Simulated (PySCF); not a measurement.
C3H7O3S (charge -1).
Bonds: C1–C2, C2–C3, C2–S4, S4–O5 (double), S4–O6 (double), S4–O7. Hydrogens: H8, H9, H10 on C1; H11 on C2; H12, H13, H14 on C3.

The geometry is computed with GFN2-xTB (gas phase).

(1) List the bond lengths, angles and torsions at this level.

Results:

(1) 
```json
{"bond": "C1–C2, C2–C3", "length (pm)": "150.7"}
{"bond": "C2–S4", "length (pm)": "184.5"}
{"bond": "S4=O5, S4=O6, S4–O7", "length (pm)": "146.3"}
{"bond": "C1–H8 and 5 like bonds", "length (pm)": "109.0"}
{"bond": "C2–H11", "length (pm)": "108.9"}
```

Bonds in one row agree within 1 pm and their mean is given. A selection of angles:
```json
{"angle": "C2–C1–H8", "degrees": "108.1"}
{"angle": "C2–C1–H9", "degrees": "108.5"}
{"angle": "C2–C1–H10", "degrees": "112.9"}
{"angle": "H8–C1–H9", "degrees": "107.9"}
{"angle": "H8–C1–H10", "degrees": "109.5"}
{"angle": "C1–C2–C3", "degrees": "114.5"}
{"angle": "C1–C2–S4", "degrees": "105.4"}
{"angle": "C1–C2–H11", "degrees": "112.3"}
{"angle": "S4–C2–H11", "degrees": "105.8"}
{"angle": "C2–S4–O5", "degrees": "104.8"}
{"angle": "O5–S4–O6", "degrees": "113.6"}
```

Dihedral angles: C1–C2–S4–O5 61° (synclinal).

All 3 O–S bonds measure 1.463 to 1.464 Å. S4 (sulfonyl sulfur) is distorted tetrahedral (angles from 104.8° to 113.6°). Of the pairs four or more bonds apart, O5···H13 is among the closest relative to their van der Waals radii: 2.52 Å, 93 % of the sum of Bondi's values.

Point group: Cs (every atom within 0.08 Å of its image). No frequency check.
